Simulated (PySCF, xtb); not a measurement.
H₆O₂P₂Si, SMILES O[Si](O)(P)P. Other conformers were not sampled.

Harmonic wavenumbers (cm⁻¹) from GFN2-xTB run with xtb at its own minimum, in rising order: 55, 86, 95, 138, 151, 210, 219, 245, 312, 398, 519, 687, 696, 713, 718, 769, 809, 842, 902, 1137, 1142, 2271, 2307, 2353, 2392, 3631, 3639.

**Question.** What does B3LYP-D3(BJ)/def2-SVP run with PySCF 2.14.0 give at its own minimum? (An estimate is asked for; the answer gives what the named calculation found.)

**Answer.** 101, 118, 130, 163, 190, 232, 246, 267, 339, 413, 496, 636, 662, 707, 712, 782, 841, 871, 927, 1092, 1095, 2359, 2377, 2379, 2390, 3848, 3854. Paired by order, the mean absolute difference is 45 cm⁻¹ and the zero-point energies are 39.2 and 40.4 kcal/mol.
